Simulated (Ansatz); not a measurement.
Input and output for CH5BGeO (`[BH2][GeH]1[CH2][O]1`).

```yaml
crystal:
  periodic: [false, false, false]
  atoms:
    - {symbol: B, position_ang: [-0.634436, 1.749968, -0.085648]}
    - {symbol: Ge, position_ang: [0.638202, 0.246893, 0.267830]}
    - {symbol: C, position_ang: [0.090428, -1.548280, -0.252112]}
    - {symbol: O, position_ang: [-0.172730, -1.226011, 1.067998]}
    - {symbol: H, position_ang: [-1.799308, 1.498952, -0.089240]}
    - {symbol: H, position_ang: [-0.242896, 2.843279, -0.355123]}
    - {symbol: H, position_ang: [2.084107, 0.316070, 0.759819]}
    - {symbol: H, position_ang: [-0.775232, -1.667730, -0.904465]}
    - {symbol: H, position_ang: [0.900265, -2.259440, -0.426259]}
basis:
  gaussian: {orbitals: pcseg-2}
magnetization: {spin_polarized: false, initial_magnetization: 2}
hamiltonian: {xc: {name: B3LYP}, dispersion: d3bjatm}
```

```sh
$ ansatz run in.yaml --threads 2 --pin off --events-out ev --progress --plain --max-ram 4352MiB
```

It prints (some lines left out):

```
Functional definition: B3LYP
1132 factors; their error is unknown
mean field evaluation 1: about -60352.1902 eV, gradient 5.4e1 eV
mean field evaluation 2: about -60334.1275 eV, gradient 9.4e1 eV
mean field evaluation 4: about -60359.3148 eV, gradient 7.5e0 eV
mean field evaluation 8: about -60359.5394 eV, gradient 1.7e-1 eV
mean field evaluation 16: about -60359.6927 eV, gradient 1.1e-3 eV
mean field -60359.69267179 eV, -2218.1777924191 hartree, gradient 2.8e-5 eV, S^2 2.000000; 4 other end points of the search recorded, 0 dependent functions left out
reference -60359.69296857 eV, -2218.1778033256 hartree; 29, 27 occupied and 174, 176 virtual orbitals, 1132 factors
Total energy: -60359.97377536 eV, -2218.1881227848 hartree
```

Hardware: 2 threads of an Arm Neoverse V1 on a shared host. Wall time 13 s, peak host memory 0.71 GiB.
